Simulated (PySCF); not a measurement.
**Two-component Hartree-Fock for Dy⁶²⁺ (dysprosium, charge +62)**

Start: [He] 2s2. Calculated with PySCF 2.14 in an uncontracted even-tempered set (17 s from 11 bohr⁻², ratio 2.6; 13 p from 14 bohr⁻², ratio 2.6; 7 d from 15 bohr⁻², ratio 2.8; 4 f from 280 bohr⁻², ratio 2.8): generalised Hartree-Fock with the X2C-1e Hamiltonian and a Gaussian nucleus; spin-orbit coupling (SO) screened by Boettger's factors.

```tsv
spinor shell	electrons	ε, screened SO (eV)	weight of nominal j (screened SO)	rms radius, screened SO (bohr)
1s1/2	2	-61089.6	1.000	0.0239
2s1/2	2	-14953.9	1.000	0.0924
```

| quantity | screened SO |
| --- | --- |
| E (hartree) | -5704.55655 |
| M_J | 0 |
| ⟨J²⟩ | 0.000 |
| ⟨L²⟩ | 0.000 |
| ⟨S²⟩ | 0.000 |

Breit and QED terms are absent; they matter most for the inner s and p1/2 levels.

Densities and radii are taken from the X2C orbitals without a picture-change correction, which distorts them close to the nucleus.
